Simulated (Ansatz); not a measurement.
Consider the formal exchange of groups at the Si–O bond: `O[SiH](O)CCl` + SiH₄ → `O[SiH]([SiH3])CCl` + H₂O.

Computed with Ansatz on PBE0-D4/def2-TZVP structures; ΔE is electronic, products minus reactants. CCSD(T)/CBS adds triple-zeta CCSD(T) − MP2 to the extrapolated MP2 energy (def2 sets, frozen cores). This one scheme is used for every species. DFT in def2-TZVPP. B3LYP here is the variant with VWN-RPA as its local correlation; programs differ in this. Each species was taken in one conformer, which may not be the lowest.

```tsv
level	ΔE (kcal/mol)
B2PLYP	30.2
B3LYP	29.6
MP2/def2-QZVPP	29.6
CCSD/CBS(def2)	28.7
```

Q: What does CCSD(T)/CBS give? (Best estimate.)

A: The calculation gave: +27.9 kcal/mol. The listed levels differ from it by 2.3, 1.7, 1.7, 0.8 kcal/mol.

Largest T1 diagnostic among the species: 0.011.

From PBE to PBE0 (25 % exact exchange), in def2-TZVPP and without D4, ΔE moves by +1.6 kcal/mol. In def2-TZVPP, CCSD(T) changes the Hartree–Fock value by −6.0 kcal/mol (the triples alone add −0.8 kcal/mol) and MP2 by −4.7 kcal/mol.
